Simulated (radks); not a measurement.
Spherical quantum dot in the effective-mass picture: electrons in a parabolic well V = omega^2 r^2 / 2 with omega = 4.04, all in effective atomic units (hartree* = m*/eps^2 hartree, bohr* = eps/m* bohr), one dielectric constant everywhere. Calculated with a radial shooting solver with Libxc functionals: non-relativistic Kohn-Sham, LDA (Slater exchange, Perdew-Wang correlation), spin-polarised, spherical densities. Levels are named by radial order and angular momentum (1s, 1p, 1d, 2s, ...), and open shells are averaged over m.

N = 4, configuration 1s2 1p(up 2, down 0). This is the lowest configuration that the search found. Occupied and some empty levels:

level,occupation,eigenvalue (hartree*),<r> (bohr*)
1s up,1,10.427,0.6041
1s down,1,10.667,0.6020
1p up,2,13.936,0.7876
1p down,0,14.195,0.7893
1d up,0,17.598,0.9319
1d down,0,17.839,0.9359
2s up,0,17.847,0.8628
2s down,0,18.023,0.8667
1f up,0,21.360,1.055
1f down,0,21.569,1.060

Energy (hartree*): total 39.6630, kinetic 14.453, external 18.092, Hartree 10.314, exchange-correlation -3.1960.

Electron density:

r (bohr*),n(r) (e/bohr*^3)
0.0298,2.255
0.142,2.219
0.254,2.118
0.366,1.930
0.479,1.647
0.591,1.296
0.703,0.9286
0.816,0.6006
0.928,0.3489
1.04,0.1814
1.15,0.08451
1.26,0.03522
1.38,0.01300
1.49,0.004331
